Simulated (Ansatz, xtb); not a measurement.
# C5H6GeOS: which of two isomers lies lower

Structure I: `O=Cc1csc[c]1[GeH3]`, a singlet. Structure II: `O=Cc1scc[c]1[GeH3]`, a singlet. Both are isolated molecules in the gas phase, relaxed with B3LYP/def2-SVP; each stands in its lowest conformer found.

Question: Estimate which is lower in electronic energy at CCSD(T)/def2-SVP + ΔMP2/def2-TZVPP, and by roughly how much.

Answer: CCSD(T)/def2-SVP + ΔMP2/def2-TZVPP gives E(II) − E(I) = +0.73 kcal/mol, slightly favouring structure I, which is too small a margin to settle the true order.

The same difference at several levels:

```tsv
level	geometry	E(II) − E(I) (kcal/mol)	departure from the last row (kcal/mol)	job, with rough time for the two
GFN2-xTB	GFN2-xTB	−1.32	−2.05	optimisation, 0.15 s
HF/STO-3G	GFN2-xTB	+1.20	+0.47	single point, 1.1 s
r2SCAN-D4/def2-SVP	GFN2-xTB	−0.40	−1.13	single point, 8.7 s
B3LYP/def2-SVP	B3LYP/def2-SVP	+0.26	−0.46	optimisation, 92 s
HF/def2-SVP	B3LYP/def2-SVP	+2.00	+1.27	part of the CCSD(T) run
MP2/def2-SVP	B3LYP/def2-SVP	+0.31	−0.42	part of the CCSD(T) run
CCSD(T)/def2-SVP	B3LYP/def2-SVP	+0.86	+0.13	single point
CCSD(T)/def2-SVP + ΔMP2/def2-TZVPP	B3LYP/def2-SVP	+0.73		single point, 4.5 min
```

As drawn, both hold the same kinds of bond in the same numbers.

The largest departure from CCSD(T)/def2-SVP + ΔMP2/def2-TZVPP is that of GFN2-xTB, 2.05 kcal/mol. The last row adds to CCSD(T) the change of the MP2 difference between the two basis sets, here −0.13 kcal/mol.

With thermal terms from frequencies at re-optimised GFN2-xTB minima (ideal gas, soft modes damped towards free rotors, one conformer each, 298.15 K, 1 atm): the zero-point term adds +0.09 kcal/mol; ΔH is +0.82 and ΔG +0.85 kcal/mol.

The correlated steps freeze 20 core orbitals; the filled d shell of Ge is correlated, in a basis made for valence electrons. Programs: Ansatz 0.2.0, xtb 6.7.1; the last row on 2 threads of Arm Neoverse V2 on a shared host.
